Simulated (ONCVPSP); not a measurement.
What one change does to a pseudopotential (Ce, ONCV)

Ce (Z = 58), optimised norm-conserving Vanderbilt (ONCV), made with ONCVPSP 4.0.1 (PBE, scalar-relativistic). Core [Kr] 4d10 4f1, reference 5s2 5p6 5d1 6s1 6p1. Waves: 5s+6s: rc 2.90 bohr, ncon 4, nbas 8, qcut 4.9 1/bohr, 2 projectors; 5p+6p: rc 2.70 bohr, ncon 4, nbas 8, qcut 6.2 1/bohr, 2 projectors; 5d: rc 3.20 bohr, ncon 5, nbas 10, qcut 5.4 1/bohr, 3 projectors, debl 2 Ha. Local part: polynomial inside 2.65 bohr (lpopt 5, dvloc0 -1 Ha). Core correction: Teter function, fcfact 2.25, rcfact 1.05.

All-electron outer shells of the reference configuration (PBE, scalar-relativistic, ld1.x):

```json
{"shell": "4d", "level (eV)": "-111.62", "outermost node (bohr)": "0.31", "outermost maximum (bohr)": "0.66"}
{"shell": "5s", "level (eV)": "-41.73", "outermost node (bohr)": "0.75", "outermost maximum (bohr)": "1.37"}
{"shell": "5p", "level (eV)": "-24.34", "outermost node (bohr)": "0.81", "outermost maximum (bohr)": "1.55"}
{"shell": "4f", "level (eV)": "-6.51", "outermost node (bohr)": "–", "outermost maximum (bohr)": "0.71"}
{"shell": "6s", "level (eV)": "-4.37", "outermost node (bohr)": "1.81", "outermost maximum (bohr)": "3.68"}
{"shell": "5d", "level (eV)": "-3.96", "outermost node (bohr)": "0.92", "outermost maximum (bohr)": "2.15"}
{"shell": "6p", "level (eV)": "-1.87", "outermost node (bohr)": "2.14", "outermost maximum (bohr)": "4.84"}
```

Change: all radii but the core radius scaled by about 1.30 (s 3.76, p 3.50, d 4.14 bohr); local potential polynomial inside 3.42 bohr (lpopt 5, dvloc0 -1 Ha).

Cutoffs: the cutoffs (Ha) at which the residual kinetic energy of the hardest occupied pseudo-wave falls to 1 and 0.1 mHa per electron; they do not see the model core or the augmentation charge, which bear on the density cutoff. Errors are all-electron minus pseudo energies relative to the spin-unpolarised reference configuration.

Q: How do hardness, ghosts and transferability respond?

A: The potential gets softer (8.0 Ha and 11 Ha → 5.5 Ha and 6.7 Ha); of the 4 tests that both files solve, the error grows in 1 and shrinks in 1 by more than 15 % and 0.3 meV (median size 1.5 → 1.8 meV); neither file shows a bound ghost. A larger radius leaves more room for a smooth pseudo-wave, so fewer plane waves are needed.

| quantity | base | changed |
| --- | --- | --- |
| cutoff, loose | 8.0 Ha | 5.5 Ha |
| cutoff, tight | 11 Ha | 6.7 Ha |
| loose cutoff by channel | s 6.2 Ha, p 8.0 Ha, d 6.5 Ha | s 3.2 Ha, p 5.5 Ha, d 5.5 Ha |
| bound ghosts | none | none |
| GHOST(+) flags under 300 eV | none | none |
| error for 5s2 5p6 5d1 6s2 6p0, meV [ΔE -2.45 eV] | -0.1 | -0.1 |
| error for 5s2 5p6 5d1 6s1 6p0, meV [ΔE 3.62 eV] | -0.4 | -0.2 |
| error for 5s2 5p6 5d1 6s0 6p0, meV [ΔE 14.70 eV] | -2.5 | -3.3 |
| error for 5s2 5p6 5d0 6s0 6p0, meV [ΔE 33.88 eV] | -20 | +10 |
| rms error of d²Exc/dni dnj with the model core, mHa | 1.26 | 1.57 |
